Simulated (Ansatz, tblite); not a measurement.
Removing and adding an electron: In₁₃Sb₁₄H₃₄⁺, a nanocrystal cut from wurtzite InSb (hydrogen-capped). Total charge 1; singlet. Geometry: PBE-D4/def2-SVP. Ansatz, gas phase; energy differences of separate SCF runs; the oxidised species was run as a doublet alone; the reduced species was run as a doublet alone.

```xyz
61

Sb   -2.995   -4.028    0.598
In   -2.493   -3.347   -2.210
Sb    0.087   -4.578   -2.577
Sb    1.597   -4.516    1.616
In    2.466   -3.872   -1.111
Sb   -4.898   -0.336    1.201
In   -3.128   -2.053    2.696
In   -4.424    0.400   -1.597
Sb   -1.875   -0.607   -2.213
In   -1.371    0.136   -5.053
Sb   -0.626   -0.725    2.461
In    1.227   -2.515    3.660
In    0.056    0.064   -0.223
Sb    2.465   -1.066   -1.252
Sb    1.173    1.366   -4.631
In    3.347   -0.381   -4.014
Sb    3.767   -1.259    3.120
In    4.669   -0.564    0.417
Sb   -3.936    3.224   -1.300
Sb   -2.448    3.336    2.902
In   -0.806    1.427    4.307
In   -1.781    4.364    0.237
Sb    0.439    2.865   -0.607
In    1.152    3.898   -3.309
Sb    1.623    2.899    3.806
In    2.352    3.925    1.157
Sb    4.678    2.311    0.615
H    -4.428   -4.968    0.709
H    -1.942   -5.267    1.151
H    -3.757   -4.078   -3.151
H    -0.055   -6.281   -2.750
H     0.484   -4.246   -4.211
H     0.190   -5.502    1.622
H     2.638   -5.711    2.278
H     3.833   -4.882   -1.468
H    -6.477   -0.994    1.359
H    -5.196    1.044    2.181
H    -3.689   -2.597    4.245
H    -5.874    0.030   -2.479
H    -1.217   -1.445   -5.768
H    -2.630    1.317   -5.289
H     0.968   -3.088    5.277
H     1.576    1.840   -6.240
H     3.173   -1.931   -4.789
H     4.808    0.500   -3.663
H     4.965   -2.220    3.890
H     3.903    0.070    4.201
H     6.248   -1.255    0.206
H    -5.401    4.085   -1.052
H    -3.651    3.775   -2.899
H    -4.064    2.756    2.979
H    -2.696    4.656    3.974
H    -1.207    1.123    5.968
H    -1.827    6.098    0.330
H    -0.283    4.812   -3.680
H     2.764    4.484   -3.001
H     2.903    2.001    4.518
H     1.668    4.182    4.946
H     2.701    5.617    1.337
H     5.213    2.841   -0.924
H     6.040    2.867    1.501
```

In the def2 sets In, Sb take a core potential; there is no spin–orbit coupling. The xTB rows come from tblite. Single mean-field runs in def2-SVP are fitted with def2-universal-jkfit.

```json
{"level": "GFN1-xTB", "−HOMO (eV)": "11.57", "vertical IE (eV)": "12.62", "−LUMO (eV)": "10.06", "vertical EA (eV)": "9.01", "HOMO–LUMO gap (eV)": "1.51", "IE − EA (eV)": "3.61"}
{"level": "GFN2-xTB", "−HOMO (eV)": "12.07", "vertical IE (eV)": "13.46", "−LUMO (eV)": "10.57", "vertical EA (eV)": "–", "HOMO–LUMO gap (eV)": "1.49", "IE − EA (eV)": "–"}
{"level": "PBE-D4/def2-SVP", "−HOMO (eV)": "7.57", "vertical IE (eV)": "–", "−LUMO (eV)": "5.35", "vertical EA (eV)": "4.28", "HOMO–LUMO gap (eV)": "2.22", "IE − EA (eV)": "–"}
{"level": "PBE0-D4/def2-SVP", "−HOMO (eV)": "8.41", "vertical IE (eV)": "9.36", "−LUMO (eV)": "4.75", "vertical EA (eV)": "4.04", "HOMO–LUMO gap (eV)": "3.66", "IE − EA (eV)": "5.32"}
{"level": "r2SCAN0-D4/def2-SVP", "−HOMO (eV)": "8.55", "vertical IE (eV)": "9.42", "−LUMO (eV)": "4.72", "vertical EA (eV)": "3.99", "HOMO–LUMO gap (eV)": "3.83", "IE − EA (eV)": "5.43"}
```

Run but left out: PBE-D4/def2-SVP (charge +2 doublet: an occupied level 0.04 eV above an empty one).   Raw xTB energy differences between charge states are shifted by several eV; the methods need an empirical correction for them.
